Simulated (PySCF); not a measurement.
# Working with the constants of LaSe

UHF-CCSD(T) constants of LaSe, doublet, about 0.1 electrons in the 4f shell (Mulliken) (PySCF, scalar-relativistic core potentials, basis sets La def2-TZVPP with ECP46, Se def2-TZVPP; masses 138.9063 and 79.9165 u):

| Property | Result |
| --- | --- |
| ωe | 299.4 cm⁻¹ |
| ωexe | 0.45 cm⁻¹ |
| Be | 0.051015 cm⁻¹ |
| αe | 0.000111 cm⁻¹ |
| D (centrifugal) | 5.92e-09 cm⁻¹ |

**Question.** Give the vibrational terms G(v) and spacings up to v = 6.

**Answer.** G(v) = ωe(v+½) − ωexe(v+½)².

```csv
v,G(v) (cm⁻¹),G(v) − G(v−1),Bv (cm⁻¹)
0,149.6,,0.05096
1,448.1,298.5,0.05085
2,745.7,297.6,0.05074
3,1042.4,296.7,0.05063
4,1338.2,295.8,0.05052
5,1633.1,294.9,0.05040
6,1927.1,294.0,0.05029
```

Correlated steps freeze 9 core orbitals. These are scalar-relativistic numbers at best; spin–orbit coupling would shift them, the dissociation energy most. With d or f electrons several states lie close, and the lowest PBE0 determinant need not be the measured ground state.
